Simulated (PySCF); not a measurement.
## Au2F2 at several levels of theory

Computed with PySCF 2.14.0 (density fitting, no spin-orbit coupling) at the geometry relaxed with r2SCAN:

```xyz
4
Au2F2 (singlet)
Au    0.0000    0.0000    1.5151
Au    0.0000    0.0000   -1.5151
F     1.6034    0.0000    0.0000
F    -1.6034    0.0000    0.0000
```

```csv
level,basis,state,HOMO (eV),gap (eV),charge on Au1 (e),dipole about the centre of mass (D),largest force component (eV/Å)
r2SCAN,"Au def2-SVP with ECP60, F def2-SVP",singlet,-5.93,1.30,0.41,0.00,0.13
r2SCAN,"Au def2-TZVP with ECP60, F def2-TZVP",singlet,-6.12,1.36,0.55,0.00,0.19
r2SCAN,"Au x2c-SVPall, F x2c-SVPall",singlet,-6.10,1.34,0.35,0.00,0.18
```

Charges are Mulliken's, which hang on the basis. The relaxation used the grid (50, 194), these runs (75, 302) or, all-electron (x2c bases, spin-free X2C Hamiltonian), (99, 590).

Problem. Order these levels, in the first row's basis, by the HOMO–LUMO gap they give here, smallest first.
A. CAM-B3LYP
B. HF
C. PBE
D. revPBE

Solution. C (0.95 eV), D (0.98 eV), A (5.74 eV), B (10.52 eV).

Problem. And their other results?

Solution. 
```tsv
level	state	HOMO (eV)	gap (eV)	charge on Au1 (e)	dipole about the centre of mass (D)	largest force component (eV/Å)
revPBE	singlet	-5.68	0.98	0.35	0.00	0.70
CAM-B3LYP	singlet	-8.51	5.74	0.45	0.00	0.08
PBE	singlet	-5.78	0.95	0.34	0.00	0.42
HF	singlet	-10.73	10.52	0.66	0.00	0.91
```

In the first row's basis the gap widens with exact exchange: 0.9 to 1.3 eV for PBE, revPBE, r2SCAN (none); 5.7 to 10.5 eV for CAM-B3LYP, Hartree–Fock (rising or full at long range).

No frequency check is given that shows the relaxed geometry to be a minimum.

Small gap, closed shell not tested for a spin-broken solution: revPBE, PBE.
